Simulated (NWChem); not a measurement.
**What singlet AlClOF+ costs in NWChem**

AlClOF+: 4 atoms, total charge +1, spin state singlet. As SMILES of the parent species, `[O][Al]([F])[Cl]`. Geometry: relaxed at PBE0-D4/def2-TZVP. That shape belongs to the parent species and isn't relaxed for this state.

```jsonl
{"atom": "O", "x (Å)": "0.9933", "y (Å)": "0.5917", "z (Å)": "1.2948"}
{"atom": "Al", "x (Å)": "0.0619", "y (Å)": "-0.0952", "z (Å)": "0.0167"}
{"atom": "F", "x (Å)": "0.2781", "y (Å)": "-1.6712", "z (Å)": "-0.3489"}
{"atom": "Cl", "x (Å)": "-1.2777", "y (Å)": "1.1144", "z (Å)": "-0.9829"}
```

Program: NWChem 7.3.0. Hardware: 1 thread of Intel Xeon 6975P-C (Granite Rapids), shared host, so times are rough. Two-electron integrals are exact unless an approximation is named.

Q: Estimate their order by wall time, quickest first.
A. energy at B3LYP/6-31G* (Cartesian functions), grid xfine
B. energy at HF/STO-3G
C. energy at M06-2X/6-311+G**, grid fine

A: B (2.1 s), C (17 s), A (43 s).
